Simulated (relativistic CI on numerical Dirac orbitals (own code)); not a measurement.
Spin-allowed bands of a d3 ion in an octahedral site, by hand

Problem. Take Δ = 22700 cm⁻¹ and B = 640 cm⁻¹ for a d3 ion in an octahedral site. Calculate the three spin-allowed bands.

Working.
1. The terms of highest spin are 4F (energy 0) and 4P (15B = 9600 cm⁻¹). Here the F term splits into A2 at −1.2Δ = -27240, T2 at −0.2Δ = -4540 and T1 at +0.6Δ = 13620 cm⁻¹.
2. The two T1 states mix through the element 0.4Δ: H = [[13620, 9080], [9080, 9600]], with roots ½(H₁₁ + H₂₂) ∓ ½√[(H₂₂ − H₁₁)² + 4H₁₂²] = ½(23220) ∓ ½(18600) = 2310 and 20910 cm⁻¹.
3. The ground term is 4A2 at -27240 cm⁻¹.
4. Bands: 4T2 22700 cm⁻¹ (441 nm), 4T1(F) 29550 cm⁻¹ (338 nm), 4T1(P) 48150 cm⁻¹ (208 nm).

Check. Exact diagonalisation of the whole d3 shell with these parameters gives 4T2 22700, 4T1 29550, 4T1 48150 cm⁻¹. The match is exact, since without spin-orbit coupling no other term has this spin. The ratio of the second band to the first, 1.302, depends on Δ/B = 35.5 alone, which is how a Tanabe-Sugano diagram is read.
